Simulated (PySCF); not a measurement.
# Electronic structure of He (helium, neutral) at the PBE level

Configuration: 1s1 2p1, high-spin 3P determinant (an excited configuration). Computed with PySCF 2.14 in aug-cc-pVQZ with one added diffuse shell each of s, p, d, f type (6s5p4d3f, 62 functions), with the non-relativistic Hamiltonian (point nucleus).

```json
{
  "Total energy": "-2.1423 hartree",
  "One-electron energy": "-2.4173 hartree",
  "Hartree (Coulomb) energy": "1.0308 hartree",
  "Exchange-correlation energy": "-0.7558 hartree",
  "Kinetic energy": "2.14911 hartree",
  "⟨S²⟩": "2.0000",
  "⟨L²⟩": "2.006",
  "Sum of ⟨r⟩": "4.894 bohr",
  "Sum of ⟨r²⟩": "20.75 bohr²",
  "Traceless quadrupole moment −½Σ⟨3z² − r²⟩ along its main axis": "-8.21 e·bohr²",
  "Density at the nucleus (Gaussians lack the cusp)": "2.47 bohr⁻³",
  "Spin density at the nucleus": "2.47 bohr⁻³",
  "Langevin diamagnetic susceptibility": "-16.4 ×10⁻⁶ cm³/mol"
}
```

```tsv
shell	electrons	mean orbital energy (eV)	rms radius, mean of both spins (bohr)
1s α	1	-34.207	0.893
2p α	1	-1.763	4.47
```

The outer electron is Rydberg-like, and this basis confines it to a smaller radius and binds it less than a complete one would.
